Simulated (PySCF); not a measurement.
# Nickel: a sound run and one with changed settings

Sound run: Ni⁺ [Ar] 3d9, Ni²⁺ [Ar] 3d8. All numbers are calculated (PySCF 2.14, the spin-free X2C one-electron Hamiltonian (Gaussian nucleus), in x2c-SVPall). In the sound run the correlated levels freeze [Ar]. The sound run starts from symmetry-adapted Hartree-Fock orbitals and uses a fine grid where one is needed.

Changed run: the non-relativistic Hamiltonian (point nucleus). This setting is unsound on purpose.

| species | method | sound run (hartree) | changed run (hartree) | converged |
| --- | --- | --- | --- | --- |
| Ni⁺ | UHF | -1518.53264 | -1502.41726 | yes |
| Ni⁺ | PBE0 | -1519.77255 | -1503.65865 | yes |
| Ni⁺ | TPSS | -1520.04265 | -1503.92857 | yes |
| Ni⁺ | MP2 | -1518.78117 | -1502.66532 | yes |
| Ni²⁺ | UHF | -1517.98015 | -1501.86177 | yes |
| Ni²⁺ | PBE0 | -1519.10306 | -1502.98645 | yes |
| Ni²⁺ | TPSS | -1519.36411 | -1503.24782 | yes |
| Ni²⁺ | MP2 | -1518.12967 | -1502.01130 | yes |

Ionisation energy of Ni⁺:

```json
{"method": "UHF", "sound run (eV)": "15.034", "changed run (eV)": "15.116"}
{"method": "PBE0", "sound run (eV)": "18.218", "changed run (eV)": "18.291"}
{"method": "TPSS", "sound run (eV)": "18.464", "changed run (eV)": "18.524"}
{"method": "MP2", "sound run (eV)": "17.728", "changed run (eV)": "17.797"}
{"method": "SCS-MP2", "sound run (eV)": "17.437", "changed run (eV)": "17.507"}
```

Most of the change in total energy is the relativistic energy itself. On top of that the contraction fixes the core shape for the Hamiltonian it was made with, so the changed run is not a good calculation with the other Hamiltonian either.

For comparison, NIST gives 18.169 eV between the lowest levels.
